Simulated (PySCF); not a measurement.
## SeH⁺: energy against distance

Set-up: basis H jorge-DZP-DKH, Se jorge-DZP-DKH; spin-free X2C with a Gaussian nucleus; PySCF 2.14. Energies in eV from H + Se⁺ in their ground configurations at the same level. All curves are PBE0. state 1: ³Σ⁻ (triplet), unpaired electrons π ↑↑; state 2: Ms = 0 determinant of mixed spin (⟨S²⟩ near 1.0), unpaired electrons π ↑↓, a mixture of terms (⟨Lz²⟩ = 2.0), a second solution, started from another occupation; state 3: quintet, unpaired electrons σ ↑↑, π ↑↑, a second solution, started from another occupation.

```json
{"R (Å)": "1.270", "state 1": "-2.539", "state 2": "-2.033", "state 3": "8.3555"}
{"R (Å)": "1.329", "state 1": "-2.892", "state 2": "-2.386", "state 3": "7.2937"}
{"R (Å)": "1.388", "state 1": "-3.094", "state 2": "-2.589", "state 3": "6.3761"}
{"R (Å)": "1.433", "state 1": "-3.169", "state 2": "-2.664", "state 3": "5.7671"}
{"R (Å)": "1.477", "state 1": "-3.192", "state 2": "-2.686", "state 3": "5.2164"}
{"R (Å)": "1.521", "state 1": "-3.172", "state 2": "-2.665", "state 3": "4.7173"}
{"R (Å)": "1.580", "state 1": "-3.093", "state 2": "-2.586", "state 3": "4.1225"}
{"R (Å)": "1.654", "state 1": "-2.934", "state 2": "-2.425", "state 3": "3.4792"}
{"R (Å)": "1.743", "state 1": "-2.686", "state 2": "-2.174", "state 3": "2.8303"}
{"R (Å)": "1.861", "state 1": "-2.310", "state 2": "-1.790", "state 3": "2.1384"}
```

Q: Put a parabola through the three lowest points of the state 1 curve and estimate Re, k and ωe (reduced mass 0.9953 u; 1 eV/Å² = 0.16022 mdyn/Å; ωe = 1302.8·√(k/μ) cm⁻¹).

A: Through R = 1.433, 1.477, 1.521 Å the second-order coefficient is 11.1 eV/Å², so Re ≈ 1.479 Å, k ≈ 3.56 mdyn/Å and ωe ≈ 2463 cm⁻¹. A polynomial fit of higher order to the unrounded PBE0 energies gives Re = 1.477 Å, k = 3.46 mdyn/Å, ωe = 2430 cm⁻¹; anharmonicity and rounding make the difference.

The higher-order fit for each curve: state 1: Re = 1.477 Å, ωe = 2430 cm⁻¹, De = 3.19 eV; state 2: Re = 1.476 Å, ωe = 2436 cm⁻¹, minimum 2.69 eV below the ground-state fragments. State 3 gave no clean fit.

Spin–orbit coupling is left out. For an ion De counts to the pair picked by the measured ionisation energies or electron affinities, which need not be the lowest pair at this level. The state was picked by a PBE0 search and need not be the measured ground state.
